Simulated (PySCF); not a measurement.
Al(Me)2(SH) (C₂H₇AlS), SMILES [CH3][Al]([CH3])[SH]. Atoms are numbered in the order given.

```xyz
11

Al    -0.3317     0.2497    -0.0689
C     -2.1051    -0.5489    -0.2662
H     -2.0956    -1.6470    -0.1786
H     -2.5435    -0.2925    -1.2471
H     -2.7991    -0.1557     0.4978
C      0.0502     2.1690    -0.1690
H      0.7573     2.3923    -0.9871
H      0.5218     2.5319     0.7610
H     -0.8581     2.7700    -0.3397
S      1.3354    -1.1484     0.2904
H      2.2908    -0.1912     0.3543
```
Charge 0, spin multiplicity 1.

Geometry: B3LYP-D3(BJ)/def2-SVP. A frequency run showed that this geometry is not a minimum. One conformer was computed; it need not be the lowest.

Two levels are set side by side: PBE/pcSseg-1 (PySCF) and PBE0/pcSseg-1 (PySCF). GIAO shifts against H2S (³³S), TMS (¹H), TMS (¹³C) at the same level; non-relativistic, no solvent, atoms listed together averaged. Differences are taken from unrounded values.

| quantity | PBE0 |
|---|---|
| δ(¹³C) of C2, C6 (ppm) | -5.6 |
| δ(³³S) of S10 (ppm) | 55.0 |
| δ(¹H) of H11 (ppm) | 1.47 |

What does PBE give, and how far is it from PBE0? (An estimate is asked for; the answer gives what the named calculation found.)


```tsv
quantity	PBE	PBE minus PBE0
δ(¹³C) of C2, C6 (ppm)	-5.3	0.3
δ(³³S) of S10 (ppm)	77.8	22.9
δ(¹H) of H11 (ppm)	1.51	0.04
```

Rough cost on one machine, each run with all the roots and properties that it gave: PBE0 against PBE within a factor of 2.
